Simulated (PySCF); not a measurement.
**Electron correlation in Pb⁶⁵⁺ (lead, charge +65)**

[Ne] 3s2 3p5, 2P determinant. Calculation: PySCF 2.14, in an uncontracted even-tempered set (16 s from 19 bohr⁻², ratio 2.5; 10 p from 25 bohr⁻², ratio 2.5; 4 d from 100 bohr⁻², ratio 2.7; 4 f from 150 bohr⁻², ratio 2.7); no relativity, point nucleus. Frozen: 1s2; 15 electrons correlated; the 17 highest virtual orbitals of each spin left out.

```
  level  correlation energy (mhartree)
   CCSD                        -615.25
    (T)                          -0.73
CCSD(T)                        -615.98
```

Diagnostics: T1 = 0.00034, D1 = 0.0017, largest double amplitude 0.018.

A non-relativistic calculation at this Z misses sizeable relativistic shifts. Spin-orbit coupling, absent here, splits the open shell strongly.

Cost of the coupled-cluster step: roughly 50 core-seconds, for 15 correlated electrons.

At this charge a non-relativistic calculation is a model, useful for the Z dependence of the correlation energy.
